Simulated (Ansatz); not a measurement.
Ideal-gas functions of C₃H₅B, SMILES `BCC#C` at 400 K and 1 bar, from an Ansatz frequency run at PBE0-D4/def2-TZVP.

Molar mass 51.88 g/mol, point group Cs (symmetry number 1), electronic degeneracy 1, moments of inertia 15.601, 109.232, 121.841 u Å². Harmonic wavenumbers (cm⁻¹, unscaled): 68, 198, 308, 499, 566, 654, 683, 772, 964, 1007, 1039, 1183, 1222, 1278, 1386, 2240, 2589, 2681, 3003, 3027, 3485.

Use S(trans) = R[1.5 ln M + 2.5 ln T − 1.1517]; rotational temperatures θ = 24.2544 K / I; S(rot) = R[ln(√π/σ · √(T³/θAθBθC)) + 1.5]; for each mode x = 1.438777 ν̃/T, S = R[x/(eˣ − 1) − ln(1 − e⁻ˣ)] and H = RT x/(eˣ − 1); 1 cm⁻¹ = 0.0119627 kJ/mol; R = 8.31446 J/(mol·K).

Task: By hand: the entropy, in J/(mol·K).

Result: Translation 164.2. Rotation: θ = 1.5547, 0.222, 0.1991 K, giving 103.1. Vibration, mode by mode: 20.04, 11.31, 7.88, 4.48, 3.71, 2.89, 2.66, 2.07, 1.19, 1.05, 0.96, 0.63, 0.56, 0.47, 0.34, 0.02, 0.01, 0.01, 0.00, 0.00, 0.00, in all 60.3. Electronic 0.0. Sum 327.6 J/(mol·K).

Task: By hand: H − E and G − E in kJ/mol, counted from the electronic energy.

Result: Zero-point energy ½ × 28852 × 0.0119627 = 172.6; thermal vibration 13.1; translation, rotation and pV give 4 RT = 13.3. H − E = 199.0 kJ/mol, and G − E = 199.0 − 400 × 327.6/1000 = 68.0 kJ/mol.

Vibration gives 18 % of the entropy, 20.0 J/(mol·K) of it from the mode under 150 cm⁻¹: soft modes count most, and the harmonic formula is weakest for them.
